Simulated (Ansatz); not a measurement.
`B[CH]([GeH3])Br` → B• + Br• + C• + Ge• + 6 H•  (atomization)

Computed with Ansatz on PBE0-D4/def2-TZVP structures; ΔE is electronic, products minus reactants. CCSD(T)/CBS adds triple-zeta CCSD(T) − MP2 to the extrapolated MP2 energy (def2 sets, frozen cores). This one scheme is used for every species, atoms too. Functionals use def2-TZVPP. No spin–orbit coupling; open shells (•) take unrestricted orbitals. Spin–orbit coupling would lower the free atoms: a little for B, C; clearly for Br, Ge. Bonds to Br, Ge are less sure, by a few kJ/mol each and by 10 to 20 or more in all where they break to atoms, as the def2 sets lack core-valence functions. Scalar relativity is left out up to krypton.

`B[CH]([GeH3])Br`:

Z-matrix (Å, degrees):
```
C
Ge 1 2.010
Br 1 1.945 2 106.9
B 1 1.522 2 101.9 3 123.8
H 1 1.090 2 104.3 3 -113.8
H 2 1.532 1 105.5 3 51.8
H 2 1.537 1 109.6 3 171.2
H 2 1.533 1 109.3 3 -67.4
H 4 1.193 1 121.9 2 -95.2
H 4 1.199 1 117.5 2 78.9
```

```tsv
species	revPBE-D4 energy (Eh)
`B[CH]([GeH3])Br`	-4717.33541
B•	-24.65285
Br•	-2573.89023
C•	-37.84560
Ge•	-2076.76121
H•	-0.50412
```

Task: Work out ΔE.

Result: ΔE = 6 × (-0.50412) + (-24.65285) + (-2573.89023) + (-37.84560) + (-2076.76121) − (-4717.33541) = 1.16080 Eh = +3047.7 kJ/mol. CCSD(T)/CBS gives +3096.0 kJ/mol.

Largest T1 diagnostic among the species: 0.014.

In def2-TZVPP, CCSD(T) changes the Hartree–Fock value by +719.3 kJ/mol (the triples alone add +40.8 kJ/mol) and MP2 by +738.5 kJ/mol; breaking electron pairs costs correlation energy, which Hartree–Fock lacks. From BLYP to BHLYP (50 % exact exchange), in def2-TZVPP and without D4, ΔE moves by −3.7 kJ/mol: exact exchange takes away binding that semilocal exchange gives to molecules.

For atomizations the MP2-based limit and the directly extrapolated one differ by several kJ/mol either way, and by 10 to 25 for some Ge, Se and Sn compounds, so smaller differences from it don't rank the levels.
